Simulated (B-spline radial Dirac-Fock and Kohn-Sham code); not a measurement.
**Binding energies of La³⁰⁺ at several levels of theory**

System: the La³⁰⁺ ion, configuration 1s2 2s2 2p6 3s2 3p6 3d9.

The density-functional columns are spherical, spin-unpolarised Dirac-Kohn-Sham results without Breit or QED terms: −ε is minus the orbital energy of the initial state and ΔSCF the difference of two total energies. The reference in the last column comes from relaxed Dirac-Fock hole states (ΔSCF) with Breit and QED corrections and a finite nucleus. All numbers are from an atomic code on a B-spline grid, in eV; a selection of levels is shown. For the 1s level of heavy atoms much of the gap between ΔSCF and the reference is the Breit and QED part, -147.3 eV here; for other levels the error of the functional can be larger.

```tsv
level	LDA −ε	LDA ΔSCF	Dirac-Fock
1s	39813.2	40233.3	40095.8
2s	7260.6	7354.3	7405.7
2p1/2	6921.0	7033.6	7033.3
2p3/2	6505.8	6611.1	6622.5
3s	2333.2	2373.6	2406.1
3p1/2	2191.9	2233.8	2250.7
3p3/2	2105.7	2146.1	2164.1
3d	1851.9	1896.7	1895.9
```

Values without a named source are computed, but for edge energies of neutral atoms, which are taken from tables.
